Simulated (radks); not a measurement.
Question: Cr3+, configuration [Ar] 3d3. Method: Dirac Kohn-Sham, PBE, spin-unpolarised, spherical densities, point nucleus; open shells are shared between the two j in proportion to 2j + 1; computed with a radial shooting solver on a logarithmic mesh with Libxc functionals. Some entries of the table are withheld. Estimate them.

orbital  occ.  eigenvalue (eV)  <r> (bohr)
1s1/2       2        -5919.461     0.06355
2s1/2       2        -707.4617      0.2929
2p1/2       2              (1)         (2)
2p3/2       4              (3)         (4)
3s1/2       2        -112.6955      0.8878
3p1/2       2              (5)         (6)
3p3/2       4              (7)         (8)
3d3/2     1.2              (9)       1.106
3d5/2     1.8             (10)       1.109

Answer: 
(1) 2p1/2 eigenvalue (eV): -606.7165
(2) 2p1/2 <r> (bohr): 0.2579
(3) 2p3/2 eigenvalue (eV): -598.0736
(4) 2p3/2 <r> (bohr): 0.2608
(5) 3p1/2 eigenvalue (eV): -84.4456
(6) 3p1/2 <r> (bohr): 0.9328
(7) 3p3/2 eigenvalue (eV): -83.3756
(8) 3p3/2 <r> (bohr): 0.9408
(9) 3d3/2 eigenvalue (eV): -39.1856
(10) 3d5/2 eigenvalue (eV): -39.0754
